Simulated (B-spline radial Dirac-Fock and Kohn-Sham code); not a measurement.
## Energy-loss ionisation edge N3 of Er

System: neutral erbium, [Xe] 4f12 6s2. These are calculated numbers from a radial finite-basis atomic code; the model is the first Born approximation with generalised oscillator strengths from a Dirac-Hartree-Slater potential (longitudinal and transverse terms; continuum final states only, so no white lines or fine structure). The edge is taken at 320.2 eV (tabulated value).

Generalised oscillator strength df/dE of the whole subshell in 10⁻³ per eV, against momentum transfer:

```tsv
q (1/a₀)	20 eV above	30 eV above	80 eV above	250 eV above
0.0400	2.54	2.50	2.34	1.84
0.0527	2.54	2.50	2.34	1.84
0.0695	2.54	2.50	2.34	1.84
0.0916	2.54	2.50	2.34	1.84
0.121	2.54	2.49	2.33	1.84
0.159	2.54	2.49	2.33	1.85
0.210	2.54	2.49	2.33	1.85
0.277	2.53	2.49	2.32	1.85
0.365	2.53	2.48	2.31	1.85
0.481	2.53	2.47	2.30	1.86
0.634	2.53	2.46	2.27	1.87
0.836	2.53	2.46	2.23	1.89
1.10	2.57	2.47	2.18	1.93
1.45	2.68	2.54	2.13	2.00
1.91	2.97	2.78	2.14	2.15
2.52	3.45	3.24	2.32	2.44
3.33	3.80	3.68	2.68	2.91
4.39	3.30	3.36	2.76	3.29
5.78	1.95	2.09	1.97	2.75
7.62	0.815	0.897	0.920	1.35
10.0	0.225	0.253	0.282	0.395
13.2	0.0288	0.0346	0.0436	0.0655
17.5	0.00357	0.00418	0.00534	0.00815
23.0	0.00107	0.00121	0.00150	0.00218
30.3	0.000251	0.000276	0.000338	0.000503
40.0	3.51e-05	3.64e-05	4.26e-05	6.31e-05
```

As q goes to zero the values tend to the optical oscillator strength. At 250 eV above the edge the largest value on this grid is at q = 4.39 per a₀; a free electron at rest would take up the loss of 570 eV at q = 6.47 per a₀, where the Bethe ridge forms once the loss is well above the edge energy.
